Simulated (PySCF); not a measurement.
Bond curve of AlSb

Set-up: PySCF, scalar-relativistic core potentials, basis sets Al def2-SVPD, Sb def2-SVPD with ECP28. Energies in eV from Al + Sb in their ground configurations at the same level. State: ³Σ⁻ (triplet), unpaired electrons π ↑↑.

| R (Å) | UHF-SCS-MP2 |
| --- | --- |
| 2.374 | -0.739 |
| 2.485 | -1.097 |
| 2.595 | -1.295 |
| 2.678 | -1.367 |
| 2.761 | -1.390 |
| 2.844 | -1.375 |
| 2.954 | -1.314 |
| 3.092 | -1.187 |
| 3.258 | -0.972 |
| 3.479 | -0.660 |

Task: Put a parabola through the three lowest points of the UHF-SCS-MP2 curve and estimate Re, k and ωe (reduced mass 22.06 u; 1 eV/Å² = 0.16022 mdyn/Å; ωe = 1302.8·√(k/μ) cm⁻¹).

Result: Through R = 2.678, 2.761, 2.844 Å the second-order coefficient is 2.76 eV/Å², so Re ≈ 2.770 Å, k ≈ 0.884 mdyn/Å and ωe ≈ 261 cm⁻¹. A polynomial fit of higher order to the unrounded UHF-SCS-MP2 energies gives Re = 2.767 Å, k = 0.843 mdyn/Å, ωe = 255 cm⁻¹; anharmonicity and rounding make the difference.

The higher-order fit for each curve: UHF-SCS-MP2: Re = 2.767 Å, ωe = 255 cm⁻¹, De = 1.39 eV.

Correlated steps freeze 9 core orbitals. Correlated levels converge slowly with the basis: in double zeta they bind strong bonds too weakly, by up to about 1 eV, and carry superposition errors of some tenths. These are scalar-relativistic numbers at best; spin–orbit coupling would shift them, the dissociation energy most. The state is the lowest determinant that a PBE0 search found; another state may lie lower at other levels.
